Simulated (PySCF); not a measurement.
C5H3F3S.
SMILES with atom numbers: `[F:1][C:2]([F:3])([F:4])[c:5]1[cH:6][cH:7][s:8][cH:9]1` (hydrogens: H10 on C6; H11 on C7; H12 on C9)

The calculation used PBE0-D3(BJ)/def2-SVP geometry optimisation, gas phase in PySCF 2.14.0.

Problem. Give the optimised bond lengths and angles.

Solution. 
```
               bond  length (pm)
F1–C2, C2–F3, C2–F4        133.7
              C2–C5        149.4
              C5–C6        142.6
              C6–C7        136.8
              C7–S8        171.8
              S8–C9        171.1
              C5–C9        137.1
             C6–H10        109.0
             C7–H11        108.9
             C9–H12        108.9
```

Bonds in one row agree within 1 pm and their mean is given. A selection of angles:
```
   angle  degrees
F1–C2–F3    107.7
F1–C2–C5    111.4
C2–C5–C6    123.3
C2–C5–C9    123.8
C6–C5–C9    112.9
C5–C6–C7    111.9
C6–C7–S8    111.8
C7–S8–C9     92.1
C5–C9–S8    111.3
```

Torsions: F1–C2–C5–C6 54° (synclinal). The mirror-image conformer, all signs reversed, is as good.

S8 (thiophene-type sulfur) is bent (angle 92.1°). The C–C distances run from 1.368 Å (C6–C7, aromatic) to 1.494 Å (C2–C5, drawn single), a spread of 0.126 Å. All 3 C–F bonds measure 1.335 to 1.338 Å. The 5-membered ring C5–C6–C7–S8–C9 has internal angles of 92.1° to 112.9° (sum 540°, against 540° for a flat polygon); it is planar, 0.00 Å rms from its mean plane, widest ring torsion 0°. Of the pairs four or more bonds apart, F3···H12 is among the closest relative to their van der Waals radii: 2.58 Å, 97 % of the sum of Bondi's values.

Point group: near Cs, missed by 0.21 Å at most; the miss may be what the optimiser left on a soft mode. Whether it is a minimum is left open (no frequencies).

On Arm Neoverse V1, one thread, on a shared host, this took 59 s of wall time. That covers the optimisation of the geometry.
